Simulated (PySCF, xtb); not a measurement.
Sn(OH)(NH2)3 (H7N3OSn), SMILES [NH2][Sn]([NH2])([NH2])[OH]. One conformer was computed; it need not be the lowest.

Harmonic wavenumbers (cm⁻¹) from xtb with GFN2-xTB at its own minimum, in rising order: 86, 111, 126, 134, 138, 146, 147, 159, 218, 390, 485, 524, 527, 728, 731, 748, 757, 792, 804, 814, 1475, 1485, 1493, 3384, 3387, 3390, 3411, 3415, 3419, 3661.

**Question.** What does PBE-D3(BJ)/def2-SVP run with PySCF give at its own minimum? (An estimate is asked for; the answer gives what the named calculation found.)

**Answer.** 55, 112, 119, 148, 152, 156, 166, 180, 250, 509, 536, 539, 582, 634, 644, 653, 787, 838, 855, 869, 1481, 1490, 1495, 3396, 3398, 3401, 3493, 3494, 3504, 3703. Paired by order, the mean absolute difference is 40 cm⁻¹ and the zero-point energies are 53.0 and 53.8 kcal/mol.
